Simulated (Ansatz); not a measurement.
`[OH][Nb]([F])(=[S])[Cl]`, relaxed with RKS PBE0-D4/def2-TZVP in Ansatz from a PBE-D4/def2-SVP geometry. The force threshold is 0.005 eV/Å; the program also tests the step.

The species carries charge 0 and has multiplicity 1. Nb takes the def2 core potential.

Start:

```xyz
6

O     1.475    0.039   -0.269
Nb   -0.334    0.112    0.233
F    -0.762    1.830    0.837
S    -1.525   -0.322   -1.511
Cl   -0.766   -1.494    1.826
H     1.912   -0.165   -1.116
```

```tsv
step	energy (eV)	largest force (eV/Å)	largest move (Å)
1	-29685.6886	0.706	0.000
2	-29685.7134	0.456	0.041
3	-29685.7198	0.043	0.013
4	-29685.7199	0.011	0.003
5	-29685.7199	0.003	0.001
```

End:

```xyz
6

O     1.464    0.041   -0.267
Nb   -0.333    0.110    0.223
F    -0.755    1.808    0.836
S    -1.510   -0.318   -1.500
Cl   -0.755   -1.473    1.810
H     1.889   -0.167   -1.101
```

It took 19 s on 4 threads of a server CPU on a shared host, with 0.49 GiB of host memory at the peak.
